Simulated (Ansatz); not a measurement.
Reaction (atomization): `C=C=C(F)BC` → B• + 4 C• + F• + 6 H•

Program: Ansatz. Geometries: PBE0-D4/def2-TZVP. ΔE: electronic, gas phase. CCSD(T)/CBS is the MP2 limit (def2-TZVPP, def2-QZVPP) plus CCSD(T) − MP2 in def2-TZVPP, frozen cores. This one scheme is used for every species, atoms too. Open shells (•) are unrestricted, without spin–orbit coupling. Spin–orbit coupling would lower the free atoms: a little for B, C, F. One conformer a species, not always the lowest.

| species | CCSD(T)/CBS(def2) energy (Eh) |
| --- | --- |
| `C=C=C(F)BC` | -280.33540 |
| B• | -24.60433 |
| C• | -37.79194 |
| F• | -99.66871 |
| H• | -0.50000 |

**Question.** Work out ΔE.

**Answer.** ΔE = 6 × (-0.50000) + 4 × (-37.79194) + (-24.60433) + (-99.66871) − (-280.33540) = 1.89460 Eh = +4974.3 kJ/mol.

Largest T1 diagnostic among the species: 0.014.

From PBE to PBE0 (25 % exact exchange), in def2-TZVPP and without D4, ΔE moves by −107.2 kJ/mol: exact exchange takes away binding that semilocal exchange gives to molecules. In def2-TZVPP, CCSD(T) changes the Hartree–Fock value by +1141.9 kJ/mol (the triples alone add +81.6 kJ/mol) and MP2 by +1249.3 kJ/mol; breaking electron pairs costs correlation energy, which Hartree–Fock lacks. The D4 term adds +32.5 kJ/mol with B3LYP and +17.2 kJ/mol with PBE0; it sums over pairs of atoms, weighted by their polarisabilities, and B3LYP, whose exchange is more repulsive, gets the larger term.

B3LYP here is the variant with VWN-RPA as its local correlation; programs differ in this.

For atomizations the MP2-based limit and the directly extrapolated one differ by several kJ/mol either way, and by 10 to 25 for some Ge, Se and Sn compounds, so smaller differences from it don't rank the levels.
